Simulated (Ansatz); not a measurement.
`OB1C[SiH]1[GeH3]` + HCl → `ClB1C[SiH]1[GeH3]` + H₂O  (ligand exchange at a B–O bond)

Calculated with Ansatz (gas phase, PBE0-D4/def2-TZVP geometries, no zero-point term in ΔE). CCSD(T)/CBS adds triple-zeta CCSD(T) − MP2 to the extrapolated MP2 energy (def2 sets, frozen cores). This one scheme is used for every species. Functionals use def2-TZVPP. B3LYP here is the variant with VWN-RPA as its local correlation; programs differ in this. For Ge outer-core shells are correlated without core-valence functions, which leaves a few kJ/mol of doubt a bond. Scalar relativity is left out up to krypton. One conformer a species, not always the lowest.

```csv
level,ΔE (kJ/mol),difference from CCSD(T)/CBS
PBE-D4,37.9,0.8
r2SCAN-D4,41.0,3.9
PBE0-D4,39.4,2.3
B3LYP-D4,43.4,6.3
ωB97X-V,45.9,8.8
ωB97M-V,44.5,7.4
B2PLYP,43.6,6.5
PBE,39.9,2.8
r2SCAN,41.5,4.4
PBE0,41.3,4.2
B3LYP,46.8,9.7
HF/def2-TZVPP,53.9,16.8
MP2/def2-TZVPP,35.8,-1.3
SCS-MP2/def2-TZVPP,40.1,3.0
CCSD/def2-TZVPP,44.9,7.8
CCSD(T)/def2-TZVPP,41.9,4.8
HF/def2-QZVPP,53.9,16.8
MP2/def2-QZVPP,33.0,-4.1
SCS-MP2/def2-QZVPP,37.7,0.6
HF/CBS(def2),53.9,16.8
MP2/CBS(def2),30.9,-6.2
CCSD/CBS(def2),40.1,3.0
CCSD(T)/CBS,37.1,0
```

Largest T1 diagnostic among the species: 0.014.

In def2-TZVPP, CCSD(T) changes the Hartree–Fock value by −12.0 kJ/mol (the triples alone add −3.0 kJ/mol) and MP2 by −18.1 kJ/mol. The D4 term adds −3.4 kJ/mol with B3LYP and −1.9 kJ/mol with PBE0; it sums over pairs of atoms, weighted by their polarisabilities, and B3LYP, whose exchange is more repulsive, gets the larger term.
